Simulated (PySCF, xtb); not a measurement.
Ge(F)(Cl)2(NH2) (Cl2FGeH2N), SMILES [Cl][Ge]([Cl])([F])[NH2]. The values are those of a single conformer.

Harmonic wavenumbers (cm⁻¹) from GFN2-xTB (xtb) at its own minimum, in rising order: 91, 126, 139, 150, 178, 201, 335, 384, 456, 509, 652, 769, 1446, 3423, 3458.

Task: What does PySCF 2.14.0 with PBE-D3(BJ)/def2-SVP give at its own minimum? (The exact figures need the calculation; the answer reports its results.)

Result: 59, 146, 163, 189, 214, 241, 400, 442, 530, 694, 732, 884, 1484, 3444, 3547. Paired by order, the mean absolute difference is 61 cm⁻¹ and the zero-point energies are 17.6 and 18.8 kcal/mol.
